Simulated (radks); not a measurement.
These are the eigenvalues of the occupied orbitals of an atom or ion with whole-number occupations (eV). Calculated with a radial shooting solver on a logarithmic mesh with Libxc functionals: scalar-relativistic Kohn-Sham, PBE, spin-polarised, spherical densities, finite nucleus; Fermi nuclear charge, rms radius of each element as measured or else 0.836 A^(1/3) + 0.57 fm.

| orbital | eigenvalue |
|---|---|
| 1s down | -73845.75 |
| 1s up | -73845.75 |
| 2s up | -12861.69 |
| 2s down | -12861.48 |
| 2p up | -11202.38 |
| 2p down | -11202.21 |
| 3s up | -2992.953 |
| 3s down | -2992.883 |
| 3p up | -2505.492 |
| 3p down | -2505.413 |
| 3d up | -1960.114 |
| 3d down | -1959.967 |
| 4s up | -631.4697 |
| 4s down | -631.2699 |
| 4p up | -471.5212 |
| 4p down | -471.3363 |
| 4d up | -272.7150 |
| 4d down | -272.4985 |
| 5s up | -92.0842 |
| 5s down | -90.3596 |
| 4f up | -51.9112 |
| 5p up | -51.6641 |
| 4f down | -51.5282 |
| 5p down | -49.4463 |
| 5d up | -7.2243 |
| 6s up | -6.6774 |
| 6s down | -5.3588 |
| 5d down | -4.7921 |

Which element is it, and in what charge state? The configuration may be excited. Open shells, if any, are filled with parallel spins first.

Answer. Z = 76, osmium, charge 0: Os in [Xe] 4f14 5d6 6s2. The list shows which subshells hold electrons but not how many an open one holds; the 1s level, -2713.8 hartree, gives Z - s = 73.7 by -(Z - s)^2/2, which with screening and relativity narrows Z to a few neighbours, and the depths of the outer levels then fix element, charge and occupations together.
